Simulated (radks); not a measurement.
Values are calculated unless marked as measured or tabulated.
Charge is removed step by step from the 2s down level of the magnesium ion Mg+, starting from [He] 2s(up 1, down 1) 2p6 3s1. Code: a radial shooting solver on a logarithmic mesh with Libxc functionals. Model: non-relativistic Kohn-Sham, r2SCAN, spin-polarised, spherical densities, point nucleus; open shells are filled with parallel spins first; meta-GGA in the generalised Kohn-Sham scheme.

removed (e) = 0: E - E(0) (eV) 0.000; eigenvalue (eV) -91.524; E minus straight line (eV) 0.000
removed (e) = 0.1: E - E(0) (eV) 9.270; eigenvalue (eV) -93.881; E minus straight line (eV) -1.085
removed (e) = 0.2: E - E(0) (eV) 18.777; eigenvalue (eV) -96.259; E minus straight line (eV) -1.934
removed (e) = 0.3: E - E(0) (eV) 28.522; eigenvalue (eV) -98.655; E minus straight line (eV) -2.544
removed (e) = 0.4: E - E(0) (eV) 38.509; eigenvalue (eV) -101.07; E minus straight line (eV) -2.913
removed (e) = 0.5: E - E(0) (eV) 48.737; eigenvalue (eV) -103.50; E minus straight line (eV) -3.040
removed (e) = 0.6: E - E(0) (eV) 59.209; eigenvalue (eV) -105.94; E minus straight line (eV) -2.923
removed (e) = 0.7: E - E(0) (eV) 69.926; eigenvalue (eV) -108.40; E minus straight line (eV) -2.562
removed (e) = 0.8: E - E(0) (eV) 80.888; eigenvalue (eV) -110.86; E minus straight line (eV) -1.955
removed (e) = 0.9: E - E(0) (eV) 92.098; eigenvalue (eV) -113.33; E minus straight line (eV) -1.101
removed (e) = 1: E - E(0) (eV) 103.55; eigenvalue (eV) -115.79; E minus straight line (eV) 0.000

Removing the whole electron costs 103.55 eV by Delta-SCF, against 91.524 eV from minus the eigenvalue at the starting occupation. Slater's transition state (half an electron removed) gives 103.50 eV. Integrating minus the eigenvalue over the occupation (Janak's theorem) gives 103.55 eV. The mean slope of the eigenvalue, de/dn, is 24.3 eV per electron.
